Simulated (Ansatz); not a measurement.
Several settings on one geometry of Ga2N2 (that of the charge 0 singlet, PBE-D4/def2-SVP). Ansatz on 2 threads of Arm Neoverse V1 on a shared host; times are rough.

```xyz
4

Ga    0.597    1.599    0.989
Ga   -0.527    0.345   -1.570
N     0.144   -0.497    0.585
N    -0.215   -1.447   -0.004
```

Totals from different functionals, basis sets or treatments of relativity can't be compared as stabilities.

DK, ANO-RCC and x2c sets are all-electron and run with scalar relativity unless a key says otherwise.

At PBE-D4/def2-SVP a triplet lies 0.06 eV below the restricted singlet of charge 0, at its own geometry.

Task: Give the basis size and estimate the energy, ⟨S²⟩ and time of these runs.

| run | method | charge | state | further keys |
| --- | --- | --- | --- | --- |
| 1 | RKS BHLYP/def2-TZVPP | 0 | singlet | scf: {omitted_lower_state_checks: [starts]}; forces asked |
| 2 | RKS PBE0/def2-SVP | 0 | singlet | scf: {omitted_lower_state_checks: [starts]} |
| 3 | RKS RPBE-D3(BJ)-ATM/x2c-TZVPPall | 0 | singlet | – |

Result: 
```csv
run,functions,energy (Eh),⟨S²⟩,wall time
1,158,-3959.1076,–,4.5 s
2,92,-3957.9777,–,1.7 s
3,158,-3997.2960,–,2.6 s
```
